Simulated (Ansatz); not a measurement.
AlClH₃In, SMILES `[AlH2][InH][Cl]`, relaxed with RKS PBE0-D4/def2-TZVP in Ansatz 0.2.0 from a GFN2-xTB geometry. The force threshold is 0.005 eV/Å; the program also tests the step.

Total charge 0; spin multiplicity 1. In takes the def2 core potential.

Start:

```xyz
6

Al    1.013    0.589   -0.888
In   -0.726   -0.235    1.062
Cl   -2.021   -1.901    0.078
H     0.767   -0.077   -2.279
H     2.191    1.602   -0.750
H    -1.224    0.022    2.776
```

**Question.** How much energy does the relaxation release, and in how many steps? (An estimate is asked.)

**Answer.** Ansatz gave: 0.15 eV, in 22 steps, 2 of them rejected.

**Question.** Which bonds change most? (Best estimate.)

**Answer.** Ansatz gave: In2–H6 from 1.803 to 1.720 Å; Al1–In2 from 2.739 to 2.658 Å; In2–Cl3 from 2.328 to 2.378 Å; Al1–H5 from 1.560 to 1.587 Å.

**Question.** Give the relaxed structure. (Estimate.)

**Answer.** Computed: 
```xyz
6

Al    0.917    0.577   -0.922
In   -0.821   -0.098    0.973
Cl   -1.211   -2.419    0.633
H     0.394    1.046   -2.345
H     2.475    0.447   -0.650
H    -1.753    0.448    2.311
```
